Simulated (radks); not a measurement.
All-electron atom: Ni IV in [Ar] 3d6.5 4s0.5 (fractional occupations, a model configuration).

Calculated with a radial shooting solver on a logarithmic mesh with Libxc functionals: scalar-relativistic Kohn-Sham, BLYP, spin-unpolarised, spherical densities, point nucleus.

Energy parts (hartree):
part                       energy
total                 -1518.25579
kinetic                1539.52180
electron-nucleus      -3603.62875
Hartree                 608.13986
exchange-correlation    -62.28870

Orbitals (lengths in bohr, moments of r in powers of bohr):
\begin{tabular}{lrrr}
orbital & occ. & eigenvalue (hartree) & <r^2> \\ \hline
1s & 2 & -303.5395 & 0.003935 \\
2s & 2 & -37.76395 & 0.07082 \\
2p & 6 & -32.73011 & 0.05690 \\
3s & 2 & -5.68257 & 0.6184 \\
3p & 6 & -4.21618 & 0.6866 \\
3d & 6.5 & -1.86980 & 0.9656 \\
4s & 0.5 & -1.29015 & 4.958 \\
\end{tabular}

The highest occupied level is 4s at -35.107 eV. Summed over all electrons, <r^2> = 14.60 bohr^2, which gives a Langevin (diamagnetic) susceptibility term of -11.6 x 10^-6 cm^3/mol.
